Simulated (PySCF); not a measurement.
**Exercise with solution: entropy of an ideal gas**

Si(OH)4 (H₄O₄Si), SMILES O[Si](O)(O)O.

Coordinates come from a PBE0-D3(BJ)/def2-SVP optimisation. The isomer is the one that the SMILES or the coordinates give; other isomers of the formula were not compared. The values are those of a single conformer.

PBE0-D3(BJ)/def2-SVP (PySCF) gives the harmonic wavenumbers 192, 197, 273, 273, 283, 352, 363, 363, 408, 773, 816, 827, 833, 833, 946, 1013, 1013, 3937, 3937, 3938, 3941 cm⁻¹ and the rotational temperatures 0.1957, 0.1957, 0.1733 K. The molar mass is 96.11 g/mol, the symmetry number 2.0, the spin multiplicity 1.

Question: Work out the entropy at 298.15 K and 1 atm in the rigid-rotor, harmonic-oscillator model.

Answer: 
Translation (Sackur–Tetrode at 1 atm): S = R[1.5 ln M + 2.5 ln T − 1.16487] = 165.7 J/(mol K).
Rotation: q = (√π/σ) T^1.5/√(θA θB θC) = 56000, S = R[ln q + 3/2] = 103.4 J/(mol K).
Vibration: with u = 1.4388 ν/T, each mode gives R[u/(e^u − 1) − ln(1 − e^−u)]:
| ν (cm⁻¹) | modes | u | S (J/(mol K)) |
|---|---|---|---|
| 192 | 1 | 0.93 | 9.24 |
| 197 | 1 | 0.95 | 9.04 |
| 273 | 2 | 1.32 | 13.20 |
| 283 | 1 | 1.37 | 6.34 |
| 352 | 1 | 1.70 | 4.84 |
| 363 | 2 | 1.75 | 9.28 |
| 408 | 1 | 1.97 | 3.91 |
| 773 | 1 | 3.73 | 0.96 |
| 816 | 1 | 3.94 | 0.81 |
| 827 | 1 | 3.99 | 0.78 |
| 833 | 2 | 4.02 | 1.52 |
| 946 | 1 | 4.57 | 0.49 |
| 1013 | 2 | 4.89 | 0.74 |
The stiffer modes add less than 0.005 each. Sum 61.2 J/(mol K).
Spin: R ln 1 = 0.0 J/(mol K).
Total 330.2 J/(mol K); the program's own thermochemistry gives 330.2. Translation makes up 50 % and vibration 19 %. Anharmonicity, hindered rotation and orbital degeneracy are left out.
